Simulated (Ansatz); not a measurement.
C₂H₇B₂ClO (`CCB(O)BCl`) from Hartree–Fock to CCSD(T)

```xyz
13

C    -0.2816    0.3197    1.7104
C    -0.9215    0.5480    0.3390
B    -0.2053   -0.2372   -0.8126
O    -0.9576   -1.0096   -1.6361
B     1.4989   -0.1595   -1.0959
Cl    2.1752   -1.2955   -2.2536
H    -0.3702   -0.7244    2.0218
H     0.7836    0.5687    1.7035
H    -0.7543    0.9307    2.4827
H    -0.8468    1.6180    0.0940
H    -1.9901    0.3132    0.3668
H    -0.4262   -1.4635   -2.3013
H     2.2959    0.5913   -0.6188
```

Total charge 0; spin multiplicity 1. The geometry is a stationary point of PBE0-D4/def2-TZVP. It is one conformer, not always the lowest. Frozen core, restricted reference, the Gaussian-basis code of Ansatz. CBS rows extrapolate triple and quadruple zeta; past MP2 they add the triple-zeta difference.

```json
{"basis": "def2-SVP", "HF (Eh)": "-663.32554", "MP2 corr.": "-0.76836"}
{"basis": "def2-TZVPP", "HF (Eh)": "-663.71337", "MP2 corr.": "-0.97242"}
{"basis": "def2-QZVPP", "HF (Eh)": "-663.73545", "MP2 corr.": "-1.04577"}
```

Q: Estimate the CCSD correlation energy and the (T) correction in each basis where they were run (hartree).

A: 
```csv
basis,CCSD corr.,(T)
def2-SVP,-0.83312,-0.02310
def2-TZVPP,-1.03084,-0.04137
CBS(def2),-1.15853,as TZ
```
